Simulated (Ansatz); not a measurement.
Geometry optimisation, RKS PBE-D4/def2-SVP in Ansatz.

input.yaml

```yaml
crystal:
  periodic: [false, false, false]
  atoms:
    - { symbol: Ge, position_ang: [0.0, 0.0, 0.0] }
    - { symbol: H, position_ang: [0.0, 0.0, 1.9] }
    - { symbol: H, position_ang: [1.4616, 0.0, -0.5162] }
    - { symbol: F, position_ang: [-0.7913, 1.3709, -0.5594] }
    - { symbol: H, position_ang: [-0.73, -1.2648, -0.5162] }
    - { symbol: F, position_ang: [-1.879, 0.006, 0.6243] }
    - { symbol: H, position_ang: [-1.0089, 0.0032, 1.7574] }
basis:
  gaussian: { orbitals: def2-SVP }
hamiltonian:
  xc: pbe
  dispersion: d4
relax:
  f_tol: 0.15
  max_steps: 25
  restrain:
    - { distance: [0, 5], at: 2.88, k: 30.0 }
    - { distance: [6, 1], at: 1.86, k: 30.0 }
    - { distance: [0, 1], at: 1.55, k: 30.0 }
    - { distance: [6, 5], at: 0.92, k: 30.0 }
```

Command:

```bash
$ ansatz run input.yaml --threads 1 --pin off --max-ram 2048MiB --backend cpu --events-out ev --progress --plain --runs-dir out
```

**Question.** Where does it end, and by what steps?

**Answer.** The forces met the threshold. The restraints hold the end off the free minimum. After 7 steps the energy has fallen by 2.723 eV (the restraints' own energy left out); F6 moved furthest, 0.82 Å. Parted: Ge1–F6 (1.98 → 2.88 Å). Joined: F6–H7 (1.43 → 0.93 Å).

```
step  energy less start (eV)  largest force component (eV/Å)  accepted
   0                  0.0000                           3.590       yes
   1                 -0.8034                           4.277       yes
   2                 -1.7258                           4.317       yes
   3                 -2.2836                           3.404       yes
   4                 -2.6550                           1.023       yes
   5                 -2.7129                           0.499       yes
   6                 -2.7129                           0.659       yes
   7                 -2.7234                           0.271       yes
```

```xyz
7
Properties=species:S:1:pos:R:3
Ge 0.226 -0.072 -0.061
H 0.158 -0.047 1.491
H 1.706 0.041 -0.518
F -0.556 1.403 -0.617
H -0.504 -1.286 -0.673
F -2.320 -0.180 1.288
H -1.658 0.257 1.779
```

Run time: 17 s on 1 thread of Arm Neoverse V2 (shared host), peak memory 0.14 GiB.
